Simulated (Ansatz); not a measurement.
[V(III)(H2O)6-n(F)n]: vertical IE (eV) at several levels, gas phase, relaxed structures; Ansatz. Singlets are spin-restricted. The spins of the ions were chosen, not always searched. Names give formal oxidation states. The structures are stationary points that may keep the symmetry of their start.

```tsv
species	state	geometry	PBE-D4/def2-TZVP	PBE0-D4/def2-TZVP
mer-VF3(H2O)3 (VO3F3H6)	triplet to doublet	r2SCAN-D4/def2-SVP	7.55	8.60
trans-[VF2(H2O)4]+ (VO4F2H8⁺)	triplet to doublet	PBE-D4/def2-SVP	11.97	13.04
cis-[VF2(H2O)4]+ (VO4F2H8⁺)	triplet to doublet	PBE0-D4/def2-SVP	12.18	13.18
```

**Question.** Estimate the column for r2SCAN-D4/def2-TZVP.

**Answer.** mer-VF3(H2O)3 (VO3F3H6) 8.05; trans-[VF2(H2O)4]+ (VO4F2H8⁺) 12.46; cis-[VF2(H2O)4]+ (VO4F2H8⁺) 12.66.
